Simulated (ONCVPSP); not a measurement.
**Before and after: ONCV potential for gold**

Au, optimised norm-conserving Vanderbilt (ONCV), made with ONCVPSP 4.0.1 (PBE, scalar-relativistic). Core [Kr] 4d10 4f14, reference 5s2 5p6 5d10 6s0.5 (charge +0.5). Waves: 5s+6s: rc 1.55 bohr, ncon 4, nbas 7, qcut 7.3 1/bohr, 3 projectors, debl 2.8 Ha; 5p: rc 1.25 bohr, ncon 5, nbas 10, qcut 6.1 1/bohr, 1 projector; 5d: rc 1.45 bohr, ncon 4, nbas 8, qcut 6.1 1/bohr, 2 projectors, debl 3.9 Ha. Local part: polynomial inside 1.05 bohr (lpopt 3, dvloc0 0 Ha). Core correction: none.

All-electron outer shells of the reference configuration (PBE, scalar-relativistic, ld1.x):

| shell | level (eV) | outermost node (bohr) | outermost maximum (bohr) |
| --- | --- | --- | --- |
| 5s | -112.47 | 0.48 | 0.84 |
| 4f | -85.19 | – | 0.37 |
| 5p | -63.91 | 0.52 | 0.96 |
| 5d | -10.96 | 0.56 | 1.21 |
| 6s | -9.38 | 1.11 | 2.27 |

Change: d: qcut 3.7.

Cutoffs: the cutoffs (Ha) at which the residual kinetic energy of the hardest occupied pseudo-wave falls to 1 and 0.1 mHa per electron; they do not see the model core or the augmentation charge, which bear on the density cutoff. Errors are all-electron minus pseudo energies relative to the spin-unpolarised reference configuration.

Task: What does the change do?

Result: The potential gets neither clearly harder nor softer (189 Ha and 220 Ha → 189 Ha and 220 Ha); the p channel sets the loose cutoff, while the largest relative change is in d, which becomes harder; the errors of the 4 common tests hardly move; neither file shows a bound ghost.

```csv
quantity,base,changed
"cutoff, loose",189 Ha,189 Ha
"cutoff, tight",220 Ha,220 Ha
loose cutoff by channel,"s 21 Ha, p 189 Ha, d 20 Ha","s 21 Ha, p 189 Ha, d 100 Ha"
bound ghosts,none,none
GHOST(+) flags under 300 eV,none,none
"error for 5s2 5p6 5d10 6s1, meV [ΔE -3.77 eV]",+1.2,+1.2
"error for 5s2 5p6 5d10 6s0, meV [ΔE 5.64 eV]",-2.3,-2.4
"error for 5s2 5p6 5d9 6s0, meV [ΔE 26.84 eV]",-4.5,-4.1
"error for 5s2 5p6 5d9 6s1 6p1, meV [ΔE 3.72 eV]",+89,+89
s: phases at 1.58 bohr within 0.05 rad from the reference energy up to (Ha; the scan ends near 5),to the end of the scan,to the end of the scan
p: phases at 1.27 bohr within 0.05 rad from the reference energy up to (Ha; the scan ends near 5),1.7,1.7
d: phases at 1.47 bohr within 0.05 rad from the reference energy up to (Ha; the scan ends near 5),to the end of the scan,to the end of the scan
```
